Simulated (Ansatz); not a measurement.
Cost and result up the ladder for the cluster B5Cl3 (8 atoms). Charge 0, multiplicity 1. Geometry: B3LYP-D4/def2-SVP.

```csv
atom,x (Å),y (Å),z (Å)
B1,-0.199,1.518,0.434
B2,-1.362,0.523,0.635
B3,0.087,-0.113,-0.058
B4,-1.610,-0.954,0.377
B5,1.218,1.465,-0.111
Cl6,2.813,1.574,-0.686
Cl7,-2.044,-2.581,0.152
Cl8,1.096,-1.431,-0.744
```

Ansatz on 4 threads of Arm Neoverse V1 on a shared host. Times are rough, and most runs start from the orbitals of an earlier one. ωB97X-V/def2-TZVP serves as the yardstick here, not as an exact answer. Differences are given only for rows in sets of like size (and for xTB, whose basis is part of the method), since another set adds its own error. Binding counts from free atoms at the same level (B doublet, Cl doublet; other spins of the atoms weren't run), without zero-point energy or a counterpoise term.

LC-ωPBE has ω = 0.4 bohr⁻¹. Correlated methods freeze 20 core orbitals. The rows differ in basis, and correlated rows in double-zeta sets carry the largest basis error. Another isomer (singlet) lies 0.51 eV lower at PBE0-D4/def2-TZVP; other spin states weren't run for this one.

Correlated methods converge slowly with the basis, most of all in double-zeta sets.

```tsv
level	functions	wall time	binding energy per atom (eV)	difference from ωB97X-V/def2-TZVP (eV)
HF/STO-3G	52	0.2 s	3.89	–
PBE-D4/def2-SVP	124	1.4 s	4.40	–
PBE0-D4/def2-SVP	124	1.9 s	4.28	–
PBE-D4/def2-TZVP (with forces)	266	4.2 s	4.32	0.30
LC-ωPBE/def2-TZVP	266	4.4 s	4.06	0.03
MP2/def2-TZVP	266	5.5 s	4.15	0.13
PBE0-D4/def2-TZVP	266	7 s	4.21	0.18
r2SCAN-D4/def2-TZVP	266	7 s	4.22	0.19
CAM-B3LYP-D4/def2-TZVP	266	7 s	4.00	-0.03
CCSD(T)/def2-SVP	124	11 s	3.83	–
ωB97X-V/def2-TZVP	266	13 s	4.03	0.00
```
